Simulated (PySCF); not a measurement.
H7N2PSi.
Z-matrix (Å and degrees, PBE0-D3(BJ)/def2-SVP geometry), rows numbered from 1:
```
N 
Si  1  1.7266
N   2  1.7242  1  106.61
P   2  2.2769  1  120.59  3  -116.89
H   1  1.0143  2  119.75  3    57.29
H   1  1.0138  2  118.97  3  -160.01
H   2  1.5010  1  103.90  3   126.35
H   3  1.0134  2  120.00  1  -162.13
H   3  1.0143  2  119.69  1    52.87
H   4  1.4283  2   93.43  1   -56.30
H   4  1.4291  2   94.21  1    37.91
```

Method: PBE0-D3(BJ)/def2-SVP geometry optimisation, gas phase (PySCF).

Masses are those of the commonest isotopes; rigid-rotor values at the optimised geometry. The values belong to one conformer with, in the numbering `[NH2:1][SiH:2]([NH2:3])[PH2:4]`, H–N1–Si2–N3 57° and -160°, N1–Si2–N3–H -162° and 53°, N1–Si2–P4–H -56° and 38°.

Q: Give the principal moments of inertia and the rotational constants in cm⁻¹.

A: Ia = 83.01, Ib = 177.43, Ic = 232.71 u·Å²; 505379 MHz·u·Å²/I gives 6088, 2848 and 2172 MHz, that is A = 0.20309, B = 0.09501, C = 0.07244 cm⁻¹.

Q: Classify the top.

A: An asymmetric top; Ray's κ = -0.655.

Q: What does the inertial defect say?

A: Not planar: Δ = Ic − Ia − Ib = -27.73 u·Å². For a rigid frame Δ = −2 Σ m c², so Σ m c² = 13.86 u·Å² lies off the ab plane: 7.54 from hydrogen and 6.33 from heavier atoms. The atom farthest from that plane is 1.86 Å away.

Q: Give the other two planar moments, Paa and Pbb, and the rms extents of the mass along the axes.

A: Paa = Σ m a² = (Ib + Ic − Ia)/2 = 163.57 and Pbb = Σ m b² = (Ia + Ic − Ib)/2 = 69.14 u·Å². With the mass M = 94.01 u, the rms extents √(P/M) along a, b and c are 1.32, 0.86, 0.38 Å.

Q: Which types of transition are allowed, and where do some lines up to J = 3 fall?

A: The dipole components are |μa| = 1.52 D, |μb| = 0.50 D, |μc| = 0.65 D. Intensities carry the squares of the components, which stand as 1.00 : 0.11 : 0.19 (a : b : c). Some lines, for components of 0.1 D or more:

```csv
type,branch,"J(Ka,Kc)",MHz,lower level (cm⁻¹)
a,Q,"2(1,1) ← 2(1,2)",2030,0.588
c,Q,"1(1,1) ← 1(0,1)",3240,0.167
b,Q,"1(1,0) ← 1(0,1)",3917,0.167
b,Q,"3(1,2) ← 3(0,3)",6008,0.989
b,R,"2(0,2) ← 1(1,1)",6705,0.276
b,R,"1(1,1) ← 0(0,0)",8260,0.000
c,Q,"3(2,2) ← 3(1,2)",8770,1.190
b,Q,"2(2,0) ← 2(1,1)",9816,0.656
a,R,"2(0,2) ← 1(0,1)",9945,0.167
a,R,"2(1,1) ← 1(1,0)",10717,0.298
b,Q,"2(2,1) ← 2(1,2)",11750,0.588
b,R,"3(0,3) ← 2(1,2)",12032,0.588
b,Q,"3(2,2) ← 3(1,3)",12821,1.054
a,R,"3(1,3) ← 2(1,2)",13989,0.588
c,R,"2(1,1) ← 1(0,1)",14633,0.167
a,R,"3(2,1) ← 2(2,0)",15429,0.983
a,R,"3(1,2) ← 2(1,1)",16011,0.656
b,R,"3(1,3) ← 2(0,2)",16648,0.499
c,Q,"3(3,1) ← 3(2,1)",17484,1.498
b,R,"2(2,1) ← 1(1,0)",20437,0.298
c,R,"3(1,2) ← 2(0,2)",20699,0.499
b,R,"2(2,0) ← 1(1,1)",21209,0.276
b,R,"3(2,2) ← 2(1,1)",24781,0.656
c,R,"3(2,1) ← 2(1,1)",25245,0.656
b,R,"3(3,1) ← 2(2,0)",32913,0.983
c,R,"3(3,1) ← 2(2,1)",33008,0.980
```

Q: Estimate the classical rotational partition function at 10 K, 200 K and 298.15 K.

A: Point group C1, symmetry number σ = 1; q = (√π/σ)·√((kT/h)³/(ABC)), k/h = 20836.6 MHz/K: 869 at 10 K, 77700 at 200 K, 141000 at 298.15 K.

No PBE0-D3(BJ)/def2-SVP frequencies stand behind this structure, so it isn't proved a minimum. Zero-point vibration and centrifugal distortion are left out. A rigid rotor knows nothing of inversion at nitrogen, which can split or shift real lines. Quadrupole hyperfine structure (14N) is left out.
